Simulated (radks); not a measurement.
Values are calculated unless marked as measured or tabulated.
Question: Valence configurations of Tl2+ (all share [Xe]). Code: a radial shooting solver on a logarithmic mesh with Libxc functionals. Model: Dirac Kohn-Sham, PBE, spin-unpolarised, spherical densities, point nucleus; open shells fill j = l - 1/2 first. Order these by energy: 4f14 5d9 6s1 6p1; 4f14 5d9 6s0.5 6p1.5; 4f14 5d9.5 6s0.5 6p1; 4f13 5d10 6s1 6p1; 4f14 5d10 6s1; 4f14 5d9 6s2; 4f13 5d9.5 6s0.5 6p2; 4f14 5d10 6p1; 4f13 5d10 6s2; 4f14 5d9 6p2.

Answer: From the lowest, in eV above it: 4f14 5d10 6s1 0.000; 4f14 5d9 6s2 7.630; 4f14 5d10 6p1 7.954; 4f14 5d9.5 6s0.5 6p1 11.771; 4f14 5d9 6s1 6p1 15.960; 4f14 5d9 6s0.5 6p1.5 20.170; 4f14 5d9 6p2 24.408; 4f13 5d10 6s2 111.80; 4f13 5d10 6s1 6p1 120.26; 4f13 5d9.5 6s0.5 6p2 134.31. NIST lists [Xe] 4f14 5d10 6s1 as the ground configuration; this level of theory agrees among the configurations tried. The energies are those of spherical spin-averaged densities, not of single terms.
